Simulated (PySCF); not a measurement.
SeSn, SMILES [Se]=[Sn] (connectivity only; charge and spin as stated), neutral, multiplicity 1.

Geometry: r2SCAN-D4/def2-TZVP. The def2 effective core potentials stand for the cores of Sn; spin–orbit coupling is left out.

Two levels are set side by side: TDA-PBE/def2-TZVPD (PySCF) and TDA-CAM-B3LYP/def2-TZVPD (PySCF). Vertical, same geometry. The lowest singlet is HOMO→LUMO 50 %, HOMO−1→LUMO+1 50 % with PBE and HOMO→LUMO 49 %, HOMO−1→LUMO+1 49 % with the other functional; states are paired by order. Differences are taken from unrounded values.

```tsv
quantity	TDA-CAM-B3LYP
lowest singlet excitation (eV)	2.90
lowest triplet excitation (TDA) (eV)	2.36
first bright state (f over 0.05) (eV)	4.97
its oscillator strength	0.10
```

Question: What does TDA-PBE give, and how far is it from TDA-CAM-B3LYP? (The exact figures need the calculation; the answer reports its results.)

Answer: 
```json
[
 {"quantity": "lowest singlet excitation (eV)", "TDA-PBE": "2.93", "TDA-PBE minus TDA-CAM-B3LYP": "0.03"},
 {"quantity": "lowest triplet excitation (TDA) (eV)", "TDA-PBE": "2.31", "TDA-PBE minus TDA-CAM-B3LYP": "-0.05"},
 {"quantity": "first bright state (f over 0.05) (eV)", "TDA-PBE": "4.88", "TDA-PBE minus TDA-CAM-B3LYP": "-0.09"},
 {"quantity": "its oscillator strength", "TDA-PBE": "0.06", "TDA-PBE minus TDA-CAM-B3LYP": "-0.03"}
]
```

Rough cost on one machine, each run with all the roots and properties that it gave: TDA-CAM-B3LYP against TDA-PBE about 3 times.
